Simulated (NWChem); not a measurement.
System: Si₂H₅O₂F; SMILES O[Si](O)(F)[SiH3]

```xyz
10

O     -1.5521    -0.8440    -0.4415
Si    -0.0213    -0.4065    -0.0220
O      0.3218    -1.1345     1.4289
F      1.0617    -0.9724    -1.0866
Si     0.0831     1.9222     0.0029
H     -1.8117    -1.7478    -0.2058
H      1.2543    -1.3202     1.6096
H      1.4604     2.3543     0.3708
H     -0.2500     2.4888    -1.3313
H     -0.8648     2.4613     1.0142
```
Atoms are numbered in this order, from 1.

Program: NWChem. Pople sets run with spherical d functions. Structure relaxed at the B3LYP/6-31G* (spherical d) level. Level: M06-2X/6-31G* with SMD (1 M gas to 1 M solution), gas-phase geometry. Reactions with the solvent are ignored.

Task: Among these, which solvent gives the highest value of “cavity-dispersion-structure term (kcal/mol)”?
A) acetonitrile
B) 1-octanol
C) 1,4-dioxane
D) water

Result: D, water. Values: 1,4-dioxane -0.8; acetonitrile -0.1; 1-octanol 1.2; water 3.7
